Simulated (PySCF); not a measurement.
C4H9B.
Atom-mapped SMILES: `[BH2:1][CH:2]1[CH2:3][CH2:4][CH2:5]1` (hydrogens: H6, H7 on B1; H8 on C2; H9, H10 on C3; H11, H12 on C4; H13, H14 on C5)

Computed by this run: PBE0-D3(BJ)/def2-SVP geometry optimisation, gas phase in PySCF; density fitting, grid level 1; the optimiser is geomeTRIC in internal coordinates, started from a GFN2-xTB structure with every atom displaced at random (about 0.01 Å).

Step 4: E = -4960.1037 eV
```
atom  x, y, z in Å  |  force x, y, z in eV/Å
B1      1.7537   -1.0118   -0.1976    0.007   0.043   0.003
C2      0.3993   -0.3107   -0.4671   -0.014  -0.021   0.040
C3      0.1270    1.1771   -0.1235    0.018   0.007   0.011
C4     -1.2625    0.7840    0.4184   -0.019  -0.014   0.020
C5     -0.9060   -0.7107    0.2768    0.023   0.007  -0.030
H6      2.7979   -0.3974   -0.2515   -0.002   0.001  -0.011
H7      1.7931   -2.2025    0.0202   -0.001  -0.039   0.005
H8      0.2887   -0.4879   -1.5612   -0.022   0.011  -0.015
H9      0.8031    1.5736    0.6499    0.001  -0.014   0.005
H10     0.1378    1.8821   -0.9672    0.001   0.016  -0.015
H11    -2.0881    1.0930   -0.2405    0.015  -0.002  -0.020
H12    -1.4989    1.1274    1.4366   -0.004   0.007  -0.005
H13    -0.7202   -1.2112    1.2395    0.005   0.007   0.005
H14    -1.6177   -1.3292   -0.2895   -0.009  -0.010   0.007
```

Step 5: E = -4960.1044 eV
```
atom  x, y, z in Å  |  force x, y, z in eV/Å
B1      1.7527   -1.0142   -0.2030    0.011   0.061   0.002
C2      0.3996   -0.3081   -0.4661   -0.018  -0.071   0.037
C3      0.1273    1.1780   -0.1177    0.042   0.032  -0.004
C4     -1.2649    0.7838    0.4139   -0.044  -0.018   0.031
C5     -0.9036   -0.7104    0.2801    0.031   0.021  -0.035
H6      2.7979   -0.4028   -0.2704    0.003  -0.007  -0.006
H7      1.7881   -2.2038    0.0222    0.003  -0.031   0.001
H8      0.2880   -0.4834   -1.5609   -0.032   0.020  -0.008
H9      0.7996    1.5678    0.6624   -0.003  -0.014   0.009
H10     0.1458    1.8893   -0.9565   -0.001   0.004  -0.009
H11    -2.0848    1.0871   -0.2545    0.015  -0.001  -0.026
H12    -1.5137    1.1312    1.4278    0.000   0.007  -0.002
H13    -0.7113   -1.2022    1.2461   -0.002   0.004   0.004
H14    -1.6137   -1.3366   -0.2799   -0.006  -0.008   0.009
```

Step 6: E = -4960.1071 eV
```
atom  x, y, z in Å  |  force x, y, z in eV/Å
B1      1.7516   -1.0209   -0.2291    0.010   0.069   0.005
C2      0.3996   -0.3011   -0.4596   -0.004  -0.183   0.024
C3      0.1303    1.1792   -0.0903    0.084   0.096  -0.051
C4     -1.2762    0.7832    0.3942   -0.090  -0.025   0.047
C5     -0.8951   -0.7086    0.2967    0.037   0.066  -0.038
H6      2.8000   -0.4243   -0.3546    0.009  -0.018   0.005
H7      1.7767   -2.2064    0.0249    0.018   0.002  -0.015
H8      0.2772   -0.4635   -1.5565   -0.060   0.045   0.014
H9      0.7842    1.5395    0.7192   -0.015  -0.017   0.021
H10     0.1832    1.9147   -0.9080   -0.003  -0.025   0.007
H11    -2.0650    1.0625   -0.3207    0.016  -0.002  -0.035
H12    -1.5802    1.1499    1.3862    0.012   0.003   0.004
H13    -0.6810   -1.1622    1.2769   -0.016  -0.005   0.001
H14    -1.5981   -1.3664   -0.2358    0.003  -0.007   0.010
```

Task: Estimate the geometry and energy of step 7. (The exact step hangs on the optimiser's Hessian estimate; all steps are aligned on step 6, rigid shifts and turns removed.)

Result: E = -4960.1099 eV, largest force 0.247 eV/Å
```
atom  x, y, z in Å  |  force x, y, z in eV/Å
B1      1.7515   -1.0282   -0.2668   -0.001   0.052   0.012
C2      0.3977   -0.2970   -0.4474    0.032  -0.244   0.003
C3      0.1365    1.1772   -0.0507    0.090   0.133  -0.093
C4     -1.2907    0.7826    0.3653   -0.098  -0.022   0.049
C5     -0.8863   -0.7046    0.3222    0.019   0.094  -0.032
H6      2.7954   -0.4459   -0.4713    0.016  -0.024   0.020
H7      1.7773   -2.2076    0.0208    0.030   0.038  -0.031
H8      0.2524   -0.4352   -1.5461   -0.079   0.060   0.036
H9      0.7605    1.4941    0.7999   -0.026  -0.020   0.031
H10     0.2389    1.9420   -0.8374   -0.003  -0.047   0.018
H11    -2.0272    1.0282   -0.4151    0.009  -0.004  -0.033
H12    -1.6700    1.1771    1.3203    0.022  -0.001   0.014
H13    -0.6495   -1.1042    1.3209   -0.024  -0.012   0.001
H14    -1.5793   -1.4029   -0.1711    0.015  -0.003   0.005
```

The energy changes by -0.0028 eV. The first-order estimate −F·Δx gives -0.0049 eV and the mean of the old and new forces, exact on a quadratic surface, -0.0027 eV. The step makes an angle of 87° with the force vector and moves no atom by more than 0.119 Å.

The cost below is that of the whole optimisation. Time: 49 s wall; peak memory 0.48 GiB. Hardware: Arm Neoverse V1, one thread, shared host.
